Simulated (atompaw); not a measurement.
**Plane-wave convergence, PAW (atompaw) potential for Te**

- Element: Te (Z = 52)
- Generator: atompaw 4.2.0.5
- Type: PAW
- Functional: PBEsol
- Relativity: scalar-relativistic
- Frozen core: [Ar] 3d10
- Valence charge: 24
- Reference configuration: 4s2 4p6 4d10 5s1.75 5p4.25
- Partial waves: 4s (bound): rc 1.00 bohr; 5s (bound): rc 1.55 bohr; 4p (bound): rc 1.25 bohr; 5p (bound): rc 1.55 bohr; 4d (bound): rc 1.55 bohr; 4d channel at -0.55 Ry: rc 1.55 bohr
- Local potential: bessel scheme, radius 1.20 bohr
- Core correction: smooth core density matched at 1.35 bohr
- Augmentation charge: sinc compensation charge, radius 1.25 bohr; PAW radius 1.55 bohr; waves and projectors: custom rrkj vanderbiltortho

The pseudo-atom Hamiltonian at the reference potential is diagonalised in spherical Bessel functions j_l(qr) that vanish at 20 bohr, with q² up to the cutoff. All-electron valence levels (Ry): 4s -12.0909, 5s -1.1278, 4p -8.4222, 5p -0.4490, 4d -3.0818.

Q: How do the lowest levels (Ry) of each channel move with the cutoff, and are there ghosts?

A:

| cutoff (Ry) | s #1 | s #2 | s #3 | p #1 | p #2 | p #3 | d #1 | d #2 | f #1 | Σ f·Δε (mRy) |
| --- | --- | --- | --- | --- | --- | --- | --- | --- | --- | --- |
| 8 | -3.8208 | -0.8093 | -0.0139 | -0.6182 | 0.0200 | 0.1083 | -0.9465 | 0.0641 | 0.1132 | 85993.8 |
| 15 | -9.6001 | -1.1196 | -0.0320 | -2.0354 | -0.3103 | 0.0326 | -2.3231 | 0.0613 | 0.1132 | 51494.3 |
| 25 | -11.7701 | -1.1268 | -0.0326 | -7.5084 | -0.4482 | 0.0272 | -2.9552 | 0.0600 | 0.1132 | 7395.8 |
| 40 | -12.0718 | -1.1278 | -0.0326 | -8.3784 | -0.4488 | 0.0272 | -3.0772 | 0.0592 | 0.1132 | 348.0 |
| 60 | -12.0898 | -1.1279 | -0.0327 | -8.4205 | -0.4490 | 0.0272 | -3.0810 | 0.0585 | 0.1132 | 20.9 |
| 90 | -12.0903 | -1.1279 | -0.0327 | -8.4219 | -0.4490 | 0.0272 | -3.0817 | 0.0584 | 0.1132 | 4.0 |
| 120 | -12.0906 | -1.1279 | -0.0327 | -8.4221 | -0.4491 | 0.0272 | -3.0818 | 0.0584 | 0.1132 | 1.4 |
| 180 | -12.0907 | -1.1280 | -0.0327 | -8.4222 | -0.4491 | 0.0272 | -3.0819 | 0.0584 | 0.1132 | 0.3 |
| 400 | -12.0907 | -1.1280 | -0.0327 | -8.4222 | -0.4491 | 0.0272 | -3.0819 | 0.0584 | 0.1132 | 0.0 |

Result: no extra level below or beside the all-electron valence levels (s, p, d, f tested); 10 mRy is reached at 80 Ry and 1 mRy at 140 Ry.
